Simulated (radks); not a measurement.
Values are calculated unless marked as measured or tabulated.
The mean radii <r> (bohr) of the occupied orbitals of an atom or ion are listed with their occupations. Code: a radial shooting solver on a logarithmic mesh with Libxc functionals. Model: Dirac Kohn-Sham, RPBE, spin-unpolarised, spherical densities, finite nucleus; Fermi nuclear charge, rms radius of each element as measured or else 0.836 A^(1/3) + 0.57 fm.

orbital  occ.     <r>
1s1/2       2  0.2696
2s1/2       2   1.362

Name the element and its charge. Open shells, if any, are shared by 2j + 1.

Answer. Z = 6, carbon, charge +2: C2+ in [He] 2s2. The 1s radius gives Z: for a bare nucleus <r> = (2 gamma + 1)/(2Z) with gamma = sqrt(1 - (Z/c)^2), 0.2498 bohr for Z = 6, and screening makes it slightly larger (0.2696 here). The occupations add up to 4, and the charge is Z minus that.
